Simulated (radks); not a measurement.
Task: Valence configurations of In+ (all share [Kr]). All-electron calculation, Dirac Kohn-Sham, PBE, spin-unpolarised, spherical densities, finite nucleus; open shells are shared between the two j in proportion to 2j + 1; Fermi nuclear charge, rms radius 4.6156 fm. Program: a radial shooting solver on a logarithmic mesh with Libxc functionals. Order these by energy: 4d10 5s2; 4d8 5s2 5p2; 4d9 5s1 5p2; 4d9.5 5p2.5; 4d9 5p3; 4d8 5s1 5p3; 4d9.5 5s2 5p0.5; 4d9.5 5s1 5p1.5; 4d9 5s2 5p1; 4d10 5s1 5p1.

Result: From the lowest, in eV above it: 4d10 5s2 0.000; 4d10 5s1 5p1 6.579; 4d9.5 5s2 5p0.5 9.338; 4d9.5 5s1 5p1.5 16.300; 4d9 5s2 5p1 19.734; 4d9.5 5p2.5 23.437; 4d9 5s1 5p2 27.066; 4d9 5p3 34.561; 4d8 5s2 5p2 43.738; 4d8 5s1 5p3 51.776. NIST lists [Kr] 4d10 5s2 as the ground configuration; this level of theory agrees among the configurations tried. The energies are those of spherical spin-averaged densities, not of single terms.
